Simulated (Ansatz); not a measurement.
Start from `CO[SiH2]O[SiH3]` and change one atom or group to get `O=C[SiH2]O[SiH3]`.

Ansatz, PBE0-D4/def2-TZVP geometries, multiplicity 1. Each molecule was computed in one conformer, which needn't be the lowest.

```
                                        property  `CO[SiH2]O[SiH3]`
               HOMO energy (PBE/def2-TZVPP) / eV              -6.94
             LUMO energy (B3LYP/def2-TZVPP) / eV              -0.10
size of the dipole moment (B3LYP/def2-TZVPP) / D               1.00
           HOMO energy (ωB97M-V/def2-TZVPP) / eV             -10.86
         HOMO–LUMO gap (ωB97M-V/def2-TZVPP) / eV              12.65
           HOMO–LUMO gap (B3LYP/def2-TZVPP) / eV               8.15
```

Give the same properties after the change, and the shifts. (Best estimate.)

The calculation gave: 
| property | `O=C[SiH2]O[SiH3]` | shift |
| --- | --- | --- |
| HOMO energy (PBE/def2-TZVPP) / eV | -5.78 | 1.16 |
| LUMO energy (B3LYP/def2-TZVPP) / eV | -2.02 | -1.92 |
| size of the dipole moment (B3LYP/def2-TZVPP) / D | 1.89 | 0.89 |
| HOMO energy (ωB97M-V/def2-TZVPP) / eV | -9.53 | 1.33 |
| HOMO–LUMO gap (ωB97M-V/def2-TZVPP) / eV | 10.09 | -2.56 |
| HOMO–LUMO gap (B3LYP/def2-TZVPP) / eV | 5.01 | -3.14 |

With PBE0 the HOMO rises by 1.25 eV and the LUMO falls by 1.87 eV, so the gap narrows by about 3.12 eV. PBE moves the HOMO by 1.16 eV and ωB97M-V by 1.33 eV. Dipoles are sizes alone; their direction can turn.

B3LYP here is the variant with VWN-RPA as its local correlation; programs differ in this.
